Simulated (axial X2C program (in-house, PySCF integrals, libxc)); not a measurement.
**InI⁻: cheaper levels and CCSD(T), two-component**

Calculated with an axial X2C code built on PySCF integrals. Two-component (2c) means X2C with spin–orbit coupling and atomic mean-field two-electron Coulomb and Gaunt terms. Basis: I dyall-acv3z [12s13p9d5f1g], In dyall-acv3z [12s13p10d5f1g] (cores contracted in-house); Gaussian nuclei, density fitting, unrestricted open shells. Masses: I 126.904 u, In 114.904 u.

State: Ω = 1/2 (⟨Sz⟩ = -0.50, ⟨Lz⟩ = 1.00 at HF); fragments I- + In.

```json
{"level": "PBE0", "Re (Å)": "2.993", "ωe (cm⁻¹)": "113.9"}
{"level": "HF", "Re (Å)": "3.142", "ωe (cm⁻¹)": "88.9"}
{"level": "MP2", "Re (Å)": "3.036", "ωe (cm⁻¹)": "110.2"}
{"level": "CCSD", "Re (Å)": "3.059", "ωe (cm⁻¹)": "105.5"}
{"level": "r2SCAN", "Re (Å)": "2.978", "ωe (cm⁻¹)": "117.6"}
```

Correlated methods: 11 electrons correlated (number of frozen shells: I 4 s, 3 p, 2 d; In 4 s, 3 p, 2 d), 371 virtual spin orbitals or spinors in MP2, 90 natural virtuals in coupled cluster.

CCSD(T), same Hamiltonian and basis:

Re = 3.050 Å, ωe = 108.0 cm⁻¹; T1 = 0.011 (Lee–Taylor normalisation).

(1) Give the differences from CCSD(T) in the columns below.

Occupations by symmetry block were frozen at the best pattern of an incomplete PBE0 search. De is not given where an atomic determinant may have missed its ground term or J level, or where the truncated virtual space spoils (T). Density functionals use the spin component along the axis (collinear). CCSD and (T) use frozen natural virtuals with an MP2 correction for the truncation; (T) itself is uncorrected, so its De runs slightly low. Without a current term, density functionals place determinants with orbital angular momentum somewhat too high. The highest occupied level of some functionals is positive through self-interaction error; at Hartree–Fock it is bound. With the outer-core shells frozen, correlated bond lengths of heavy atoms tend to come out a few hundredths of an ångström too long.

Answers

(1) 

```
 level  ΔRe (Å)  Δωe (cm⁻¹)
  PBE0   -0.057         5.9
    HF    0.092       -19.1
   MP2   -0.014         2.2
  CCSD    0.009        -2.5
r2SCAN   -0.072         9.6
```
